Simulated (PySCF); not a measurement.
A PySCF script (with the pyscf-properties extension) for the NMR shieldings of `NB(NCC)[SiH2]N[SiH3]`, C₂H₁₄BN₃Si₂, on a GFN2-xTB geometry:

```python
import basis_set_exchange as bse
import numpy as np
from pyscf import gto, dft
from pyscf.prop import nmr

atoms = """
C    -2.692694   -0.724570    1.364667
C    -1.764925    0.461923    1.092915
N    -0.616486    0.080425    0.305073
B    -0.299301    0.356470   -1.036087
N    -1.173983    1.122918   -1.829412
Si    1.355250   -0.348980   -1.810328
N     2.496890   -0.786790   -0.550430
Si    2.854117   -0.072146    0.974480
H    -3.546819   -0.411456    1.960178
H    -3.051463   -1.141325    0.426422
H    -2.159199   -1.503434    1.905222
H    -2.317433    1.240597    0.562595
H    -1.430843    0.884201    2.050198
H     0.013515   -0.510525    0.825249
H    -2.051181    1.499389   -1.512747
H    -0.975918    1.360060   -2.783940
H     1.256531   -1.608751   -2.589989
H     2.077699    0.547408   -2.753828
H     3.158456   -1.491581   -0.833094
H     4.308386    0.006483    1.145993
H     2.250191    1.258653    1.026588
H     2.298799   -0.904390    2.059426
"""
names = dict.fromkeys(["C", "N", "B", "Si", "H"], "pcSseg-1")
basis = {el: gto.basis.parse(bse.get_basis(n, elements=[el], fmt="nwchem")) for el, n in names.items()}
mol = gto.M(atom=atoms, basis=basis, charge=0, verbose=0)
mf = dft.RKS(mol, xc="PBE0")
mf.grids.level = 2
mf.grids.alignment = dft.numint.BLKSIZE   # the property module wants whole blocks of grid points
mf.conv_tol = 1e-9
mf.kernel()

calc = nmr.RKS(mf)   # GIAO
C = mf.mo_coeff
Co = C[:, mf.mo_occ > 0]
resp = mf.gen_response(singlet=True, hermi=2)
def vind(x):   # induced exchange potential for any number of trial vectors
    d = np.einsum("pi,xij,qj->xpq", C, 2 * x.reshape(-1, C.shape[1], Co.shape[1]), Co, optimize=True)
    return np.einsum("xpq,pi,qj->xij", resp(d - d.transpose(0, 2, 1)), C, Co, optimize=True).ravel()
mo1, _ = nmr.rhf.solve_mo1(calc, with_cphf=vind)
sigma = calc.kernel(mo1)
for i, s in enumerate(sigma):   # ppm
    w = np.linalg.eigvalsh((s + s.T) / 2)
    print("%2d %-2s iso %8.1f  s11 %8.1f  s22 %8.1f  s33 %8.1f" % (i, mol.atom_pure_symbol(i), w.mean(), *w))
```

**Question.** Give the expected output.

**Answer.** 
```
 0 C  iso    164.8  s11    145.5  s22    162.5  s33    186.5
 1 C  iso    147.8  s11    120.2  s22    155.9  s33    167.3
 2 N  iso    154.3  s11     77.6  s22    175.4  s33    210.0
 3 B  iso     76.1  s11     47.9  s22     63.2  s33    117.3
 4 N  iso    192.1  s11    121.4  s22    225.3  s33    229.5
 5 Si iso    399.2  s11    337.2  s22    381.7  s33    478.6
 6 N  iso    284.1  s11    248.4  s22    268.9  s33    334.9
 7 Si iso    406.2  s11    366.9  s22    379.4  s33    472.3
 8 H  iso     30.6  s11     26.4  s22     27.5  s33     38.1
 9 H  iso     30.5  s11     26.7  s22     29.4  s33     35.4
10 H  iso     30.5  s11     26.7  s22     29.3  s33     35.7
11 H  iso     28.6  s11     23.7  s22     30.0  s33     32.1
12 H  iso     28.5  s11     22.6  s22     28.3  s33     34.6
13 H  iso     28.6  s11     20.8  s22     30.1  s33     34.8
14 H  iso     28.8  s11     22.2  s22     28.0  s33     36.3
15 H  iso     29.0  s11     23.1  s22     26.9  s33     37.1
16 H  iso     26.8  s11     23.3  s22     25.6  s33     31.4
17 H  iso     26.7  s11     22.3  s22     25.8  s33     32.1
18 H  iso     32.8  s11     22.2  s22     30.2  s33     46.0
19 H  iso     26.9  s11     23.1  s22     24.9  s33     32.8
20 H  iso     27.0  s11     24.1  s22     26.6  s33     30.2
21 H  iso     26.8  s11     23.1  s22     25.3  s33     32.1
```

These numbers come from an equivalent density-fitted implementation of the same equations, which agrees with the script to about 0.01 ppm for H and up to a few tenths of a ppm for heavy atoms, so last digits may differ.

Size and cost of the density-fitted run: 220 basis functions, 50 s wall time on 1 thread of an Arm Neoverse V1, shared host; peak memory 1.1 GiB.
